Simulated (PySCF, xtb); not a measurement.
CH6ClNSi3, SMILES [Si@H]1([Si@H]([SiH3])N=C1)Cl.

xtb with GFN2-xTB at its own geometry gives an orbital gap of 2.09 eV and a dipole moment of 1.88 D.

Geometry optimised at ωB97X-D3(BJ)/def2-SVP. The structure was generated by enumeration; whether it is a known compound was not checked.

Question: What does r2SCAN/def2-TZVP run with PySCF give? (The exact figures need the calculation; the answer reports its results.)

Answer: gap 3.41 eV (levels -5.93 and -2.52 eV), dipole 0.88 D.
